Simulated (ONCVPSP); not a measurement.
ruthenium (Ru): excitation energies, all-electron against ONCV

| Quantity | Value |
| --- | --- |
| Element | Ru |
| Generator | ONCVPSP 4.0.1 |
| Type | optimised norm-conserving Vanderbilt (ONCV) |
| Functional | revPBE |
| Relativity | scalar-relativistic |
| Frozen core | [Ar] 3d10 |
| Valence charge | 16 |
| Reference configuration | 4s2 4p6 4d7 5s1 |
| Partial waves | 4s+5s: rc 1.45 bohr, ncon 5, nbas 8, qcut 6.8 1/bohr, 2 projectors; 4p: rc 1.55 bohr, ncon 4, nbas 7, qcut 10.4 1/bohr, 3 projectors, debl 0.5 Ha; 4d: rc 1.95 bohr, ncon 4, nbas 8, qcut 8.1 1/bohr, 2 projectors, debl 1.7 Ha |
| Local potential | polynomial inside 1.45 bohr (lpopt 4, dvloc0 0 Ha) |
| Core correction | Teter function, fcfact 1.5, rcfact 1.65 |

In the p channel the program set the typed energies aside and used -1.704, 0.250, 0.750 Ha.

Energies are relative to the spin-unpolarised reference configuration 4s2 4p6 4d7 5s1; without spin polarisation the order of configurations can differ from experiment.

Q: Give the all-electron excitation energy and the error of the potential for: 4s2 4p6 4d7 5s0; 4s2 4p6 4d6 5s0; 4s2 4p6 4d5 5s0; 4s2 4p6 4d7.5 5s0.5.

A:

| valence configuration | charge | ΔE all-electron (eV) | error AE − PS (meV) |
| --- | --- | --- | --- |
| 4s2 4p6 4d7 5s0 | +1 | 7.166 | -1.5 |
| 4s2 4p6 4d6 5s0 | +2 | 25.267 | -1.9 |
| 4s2 4p6 4d5 5s0 | +3 | 55.813 | +3.7 |
| 4s2 4p6 4d7.5 5s0.5 | 0 | -0.337 | -0.9 |

Levels in the configuration 4s2 4p6 4d7 5s0:

```json
{"level": "4s", "all-electron (eV)": "-83.678", "pseudo (eV)": "-83.690"}
{"level": "4p", "all-electron (eV)": "-53.768", "pseudo (eV)": "-53.773"}
{"level": "4d", "all-electron (eV)": "-12.454", "pseudo (eV)": "-12.455"}
```
